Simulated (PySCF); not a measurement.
Excitations are Tamm–Dancoff values on a coarser integration grid. The basis has no diffuse functions, so Rydberg states are missing or too high.

Z-matrix (Å, degrees):
```
O
C 1 1.4116
H 2 1.0905 1 107.95
H 2 1.0956 3 108.53 1 -120.96
H 2 1.0956 3 108.53 4 -118.07
Si 1 1.6304 2 123.21 3 -180.00
H 6 1.4832 1 111.18 2 -61.77
H 6 1.4832 7 110.47 1 -123.94
Cl 6 2.0390 7 108.48 8 -118.78
```
Charge 0, spin multiplicity 1.

Task: What is the computed S1–T1 gap (TDA), S1 oscillator strength, dipole moment, total energy and S1 excitation (TDA) (PBE-D3(BJ)/def2-TZVP // PBE0-D4/def2-TZVP run with PySCF)?

Result: 
- S1–T1 gap (TDA): 0.22 eV
- S1 oscillator strength: 0.004
- dipole moment: 2.24 D
- total energy: -23557.02 eV
- S1 excitation (TDA): 6.44 eV
